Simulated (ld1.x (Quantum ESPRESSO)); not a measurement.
**What one change does to a pseudopotential (chromium (Cr), PAW)**

* Element: Cr
* Generator: ld1.x (Quantum ESPRESSO) 7.5
* Type: PAW
* Functional: PBE
* Relativity: scalar-relativistic
* Frozen core: [Ar]
* Valence charge: 6
* Reference configuration: 3d5 4s0.5 4p0.5
* Partial waves: 4s (bound): rcut 2.25, rcutus 2.50 bohr; 4s channel at 0.8 Ry: rcut 2.25, rcutus 2.50 bohr; 4p (bound): rcut 3.15, rcutus 3.35 bohr; 4p channel at 1.65 Ry: rcut 3.15, rcutus 3.35 bohr; 3d (bound): rcut 0.95, rcutus 1.05 bohr; 3d channel at 3.55 Ry: rcut 0.95, rcutus 1.05 bohr; 4f channel at 0.3 Ry: rcut 3.30, rcutus 3.50 bohr; 4f channel at 2 Ry: rcut 3.30, rcutus 3.50 bohr
* Local potential: all-electron potential smoothed inside 1.65 bohr (lloc = -1)
* Core correction: Bessel-smoothed model core inside 0.80 bohr
* Augmentation charge: PSQ, inside the norm-conserving radii

Change: waves 4p (bound): rcut 3.15, rcutus 3.52 bohr; 4p channel at 1.65 Ry: rcut 3.15, rcutus 3.52 bohr.

Cutoffs: the cutoffs (Ry, on a coarse ladder) from which the occupation-weighted sum of valence levels, in a spherical-Bessel basis at the reference potential, stays within 10 and 1 mRy of its value at 400 Ry; they do not see the model core or the augmentation charge, which bear on the density cutoff. Errors are all-electron minus pseudo energies relative to the spin-unpolarised reference configuration.

Task: How do hardness, ghosts and transferability respond?

Result: The potential gets neither clearly harder nor softer (90 Ry and 160 Ry → 90 Ry and 160 Ry); of the 7 tests that both files solve, the error grows in 0 and shrinks in 1 by more than 15 % and 0.3 meV (median size 5.6 → 5.8 meV); the range in which the p phases agree narrows (upper end 3.5 → 2.2); neither file shows a bound ghost.

```tsv
quantity	base	changed
cutoff, loose	90 Ry	90 Ry
cutoff, tight	160 Ry	160 Ry
bound ghosts	none	none
error for 3d5 4s1 4p0, meV [ΔE -1.53 eV]	0.0	0.0
error for 3d5 4s0 4p0, meV [ΔE 5.37 eV]	-4.5	-4.4
error for 3d4 4s0 4p0, meV [ΔE 21.42 eV]	-108	-107
error for 3d5.5 4s0.5 4p0, meV [ΔE -0.81 eV]	-5.6	-5.8
error for 3d5 4s0.5 4p0, meV [ΔE 1.17 eV]	-0.7	-0.7
error for 3d2 4s0 4p0, meV [ΔE 100.53 eV]	-3306	-3306
error for 3d4 4s1 4p0, meV [ΔE 6.45 eV]	+55	+46
s: phases at 3.82 bohr within 0.05 rad from the reference energy up to (Ry; the scan ends near 5)	to the end of the scan	to the end of the scan
p: phases at 3.82 bohr within 0.05 rad from the reference energy up to (Ry; the scan ends near 5)	3.5	2.2
d: phases at 3.82 bohr within 0.05 rad from the reference energy up to (Ry; the scan ends near 5)	to the end of the scan	to the end of the scan
f: phases at 3.82 bohr within 0.05 rad from the reference energy up to (Ry; the scan ends near 5)	2.9	2.9
lowest overlap eigenvalue by channel	s 0.36, p 0.52, d 0.98, f 0.86	s 0.36, p 0.50, d 0.98, f 0.86
```
